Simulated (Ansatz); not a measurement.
Reaction (redistribution): `[SiH3][NH][GaH][SiH3]` + `[OH][AlH][SiH2]O` → `O[SiH2][GaH][SiH3]` + `[OH][AlH][NH][SiH3]`

Isolated molecules relaxed with PBE0-D4/def2-TZVP in Ansatz; ΔE leaves out vibrations. CBS: MP2 limit from def2 TZ/QZ plus the TZ coupled-cluster correction, frozen cores. Functionals use def2-TZVPP. For Ga outer-core shells are correlated without core-valence functions, which leaves a few kJ/mol of doubt a bond. Scalar relativity is left out up to krypton. One conformer a species, not always the lowest.

Question: Is it downhill or uphill in electronic energy at CCSD(T)/CBS, and by how much? (Best estimate.)

Answer: Ansatz gave: Downhill: ΔE = -0.55 eV.

Question: What do these levels give: r2SCAN-D4, PBE0-D4, ωB97X-V, B2PLYP, r2SCAN, PBE0, HF/def2-TZVPP, MP2/def2-TZVPP, SCS-MP2/def2-TZVPP, CCSD/def2-TZVPP, MP2/def2-QZVPP, MP2/CBS(def2)? (An estimate is asked.)

Answer: Ansatz gave: r2SCAN-D4 -0.61, PBE0-D4 -0.57, ωB97X-V -0.57, B2PLYP -0.58, r2SCAN -0.61, PBE0 -0.57, HF/def2-TZVPP -0.63, MP2/def2-TZVPP -0.58, SCS-MP2/def2-TZVPP -0.57, CCSD/def2-TZVPP -0.58, MP2/def2-QZVPP -0.58, MP2/CBS(def2) -0.58 eV.

Largest T1 diagnostic among the species: 0.014.

From PBE to PBE0 (25 % exact exchange), in def2-TZVPP and without D4, ΔE moves by −0.04 eV. In def2-TZVPP, CCSD(T) changes the Hartree–Fock value by +0.08 eV (the triples alone add +0.02 eV) and MP2 by +0.05 eV.
